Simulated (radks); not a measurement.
The mean radii <r> (bohr) of the occupied orbitals of an atom or ion are listed with their occupations. Method: Dirac Kohn-Sham, PW91, spin-unpolarised, spherical densities, finite nucleus; Fermi nuclear charge, rms radius of each element as measured or else 0.836 A^(1/3) + 0.57 fm; computed with a radial shooting solver on a logarithmic mesh with Libxc functionals.

| orbital | occ. | <r> |
|---|---|---|
| 1s1/2 | 2 | 0.01966 |
| 2s1/2 | 2 | 0.08275 |
| 2p1/2 | 2 | 0.06871 |
| 2p3/2 | 4 | 0.07622 |
| 3s1/2 | 2 | 0.2163 |
| 3p1/2 | 2 | 0.2061 |
| 3p3/2 | 4 | 0.2201 |
| 3d3/2 | 4 | 0.1935 |
| 3d5/2 | 6 | 0.1978 |
| 4s1/2 | 2 | 0.4877 |
| 4p1/2 | 2 | 0.4953 |
| 4p3/2 | 4 | 0.5275 |
| 4d3/2 | 4 | 0.5520 |
| 4d5/2 | 6 | 0.5633 |
| 5p1/2 | 2 | 1.291 |
| 5p3/2 | 4 | 1.384 |
| 4f5/2 | 6 | 0.7071 |
| 4f7/2 | 7 | 0.7187 |
| 5d3/2 | 2 | 1.899 |

Name the element and its charge. Open shells, if any, fill j = l - 1/2 first.

Answer. Z = 70, ytterbium, charge +3: Yb3+ in [Kr] 4d10 4f13 5p6 5d2. The 1s radius gives Z: for a bare nucleus <r> = (2 gamma + 1)/(2Z) with gamma = sqrt(1 - (Z/c)^2), 0.01942 bohr for Z = 70, and screening makes it slightly larger (0.01966 here). The occupations add up to 67, and the charge is Z minus that.
